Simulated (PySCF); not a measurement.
C5H4O2S.
SMILES: `O=COc1ccsc1`

All values: CAM-B3LYP/def2-SVPD (PySCF, non-relativistic), on one gas-phase PBE0-D3(BJ)/def2-SVP geometry that isn't relaxed in the solvent. The solvent is an IEF-PCM continuum (van der Waals radii × 1.2), and excitations are vertical TDDFT with non-equilibrium linear response and a frozen core. The model holds no explicit solvent molecules, cavitation or dispersion.

Gas-phase singlets (H = HOMO, L = LUMO):

| state | E (eV) | λ (nm) | f | leading configurations |
| --- | --- | --- | --- | --- |
| S1 | 5.552 | 223 | 0.157 | H→L 84% |
| S2 | 5.755 | 215 | 0.003 | H-2→L+1 50%, H-2→L 42% |
| S3 | 5.813 | 213 | 0.039 | H-1→L 68%, H→L+1 10% |
| S4 | 6.162 | 201 | 0.004 | H→L+2 78%, H→L+10 10% |
| S5 | 6.302 | 197 | 0.284 | H→L+1 75%, H-1→L 17% |

Q: What are the lowest 5 singlets in cyclohexane (ε = 2.017)?

A: 
```
state  E (eV)  λ (nm)      f  leading configurations  change by rank (eV)
   S1   5.478     226  0.216                 H→L 86%               -0.074
   S2   5.766     215  0.068               H-1→L 69%               +0.011
   S3   5.799     214  0.008  H-2→L+1 48%, H-2→L 41%               -0.014
   S4   6.190     200  0.019   H→L+2 74%, H→L+10 10%               +0.028
   S5   6.222     199  0.338    H→L+1 76%, H-1→L 12%               -0.080
```

Q: Give the list for chloroform (ε = 4.711), n² = 2.09.

A: 
```csv
state,E (eV),λ (nm),f,leading configurations,change by rank (eV)
S1,5.479,226,0.214,H→L 86%,-0.073
S2,5.773,215,0.072,"H-1→L 72%, H→L+1 8%",+0.018
S3,5.838,212,0.004,"H-2→L+1 50%, H-2→L 43%",+0.025
S4,6.217,199,0.276,"H→L+1 60%, H→L+2 18%, H-1→L 10%",+0.055
S5,6.231,199,0.090,"H→L+2 59%, H→L+1 19%",-0.071
```

Q: The ground-state energy changes by -0.161 eV from gas to chloroform. By how much does the total energy of gas-phase S1 change?

A: E(S1) = E(S0) + excitation energy, so it changes by -0.161 − 0.073 = -0.234 eV: it is lowered more than the ground state, which is what a red shift means. This is the vertical state, with the slow part of the continuum still set for S0.

Q: How do the frontier levels move from gas to chloroform?

A: 
| orbital | gas (eV) | solvent (eV) | change (eV) |
| --- | --- | --- | --- |
| LUMO+2 | 1.14 | 1.30 | +0.16 |
| LUMO+1 | 0.87 | 0.94 | +0.07 |
| LUMO | 0.16 | 0.23 | +0.07 |
| HOMO | -8.19 | -8.13 | +0.06 |
| HOMO-1 | -8.68 | -8.63 | +0.05 |
| HOMO-2 | -10.15 | -10.17 | -0.02 |
| HOMO-3 | -11.57 | -11.50 | +0.07 |

The HOMO–LUMO gap goes from 8.36 to 8.36 eV.

Shape of the structure used: `[O:1]=[CH:2][O:3][c:4]1[cH:5][cH:6][s:7][cH:8]1`: O1–C2–O3–C4 0°, C2–O3–C4–C5 3°.
